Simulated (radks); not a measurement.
Q: These are the eigenvalues of the occupied orbitals of an atom or ion with whole-number occupations (eV). Method: scalar-relativistic Kohn-Sham, PBE, spin-polarised, spherical densities, finite nucleus; Fermi nuclear charge, rms radius of each element as measured or else 0.836 A^(1/3) + 0.57 fm; computed with a radial shooting solver on a logarithmic mesh with Libxc functionals.

| orbital | eigenvalue |
|---|---|
| 1s up | -332.1847 |
| 1s down | -331.0873 |
| 2s up | -57.7144 |

Which element is it, and in what charge state? The configuration may be excited. Open shells, if any, are filled with parallel spins first.

A: Z = 6, carbon, charge +3: C3+ in [He] 2s1. The list shows which subshells hold electrons but not how many an open one holds; the 1s level, -12.208 hartree, gives Z - s = 4.9 by -(Z - s)^2/2, which with screening and relativity narrows Z to a few neighbours, and the depths of the outer levels then fix element, charge and occupations together.
